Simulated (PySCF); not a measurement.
# Correlation energy of C²⁺ (carbon, charge +2)

[He] 2s2, closed-shell 1S. Calculation: PySCF 2.14, in jorge-DZP-DKH (4s2p1d, 15 functions); the spin-free X2C one-electron Hamiltonian (Gaussian nucleus). Frozen: 1s2; 2 electrons correlated.

Total MP2 correlation energy: -40.05 mhartree.

Same-spin part 0.00 and opposite-spin part -40.05 mhartree; SCS-MP2 scales them by 1/3 and 6/5 to -48.05 mhartree.

With two correlated electrons CCSD is exact within the correlated space (frozen core and kept virtual orbitals).

```tsv
level	correlation energy (mhartree)
CCSD	-72.15
```

Diagnostics: T1 = 0.0081, D1 = 0.0115, largest double amplitude 0.157.

A double-excitation amplitude exceeds 0.15, a sign of near-degeneracy.

Cost of the coupled-cluster step: 0.09 s of wall time on 1 thread of Neoverse-N1 (shared host), for 2 correlated electrons.

Iterations:

```
CC2 = 0
CCSD nocc = 1, nmo = 14
frozen orbitals [0]
max_cycle = 100
direct = 0
conv_tol = 1e-08
conv_tol_normt = 1e-06
diis_space = 8
diis_start_cycle = 0
Init t2, MP2 energy = -36.4587007861694  E_corr(MP2) -0.040045256659734
Init E_corr(CCSD) = -0.040045256659734
cycle = 1  E_corr(CCSD) = -0.0565871946790731  dE = -0.016541938  norm(t1,t2) = 0.0682738
cycle = 2  E_corr(CCSD) = -0.0643930902050362  dE = -0.00780589553  norm(t1,t2) = 0.0347767
cycle = 3  E_corr(CCSD) = -0.0722676302195235  dE = -0.00787454001  norm(t1,t2) = 0.0177385
cycle = 4  E_corr(CCSD) = -0.0721223122729984  dE = 0.000145317947  norm(t1,t2) = 0.000273874
cycle = 5  E_corr(CCSD) = -0.0721696068746404  dE = -4.72946016e-05  norm(t1,t2) = 7.2491e-05
cycle = 6  E_corr(CCSD) = -0.0721533442875663  dE = 1.62625871e-05  norm(t1,t2) = 3.83355e-05
cycle = 7  E_corr(CCSD) = -0.0721525786051009  dE = 7.65682465e-07  norm(t1,t2) = 1.91136e-06
cycle = 8  E_corr(CCSD) = -0.0721525409076768  dE = 3.76974241e-08  norm(t1,t2) = 1.8713e-07
cycle = 9  E_corr(CCSD) = -0.0721525279557286  dE = 1.29519482e-08  norm(t1,t2) = 1.01919e-07
cycle = 10  E_corr(CCSD) = -0.0721525008837782  dE = 2.70719504e-08  norm(t1,t2) = 7.26158e-08
cycle = 11  E_corr(CCSD) = -0.0721524960609589  dE = 4.82281935e-09  norm(t1,t2) = 1.2005e-08
CCSD converged
E(CCSD) = -36.49080802557062  E_corr = -0.07215249606095886
```
